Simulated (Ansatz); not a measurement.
Predict a relaxed structure of [Se4]2- (Se4²⁻), charge -2, singlet, at PBE0-D4/def2-SVPD (Ansatz).


Cartesian coordinates in Å:
```
Se 0.415 -2.597 0.980
Se -0.799 -0.571 0.982
Se 0.404 1.318 0.149
Se -0.020 1.851 -2.111
```
Point group C2 (tolerance 0.1 Å). This is one stationary point.

A multiply charged anion in the gas phase is held together partly by the finite basis. Removing one electron lowers the energy by 1.19 eV at PBE0-D4/def2-TZVPD, so it isn't bound. The highest occupied level of the charge -2 singlet lies above zero (up to 2.61 eV). By energy differences it is unbound by 1.19 eV (vertical, against the charge -1 doublet, at PBE0-D4/def2-TZVPD) and held by the finite basis.
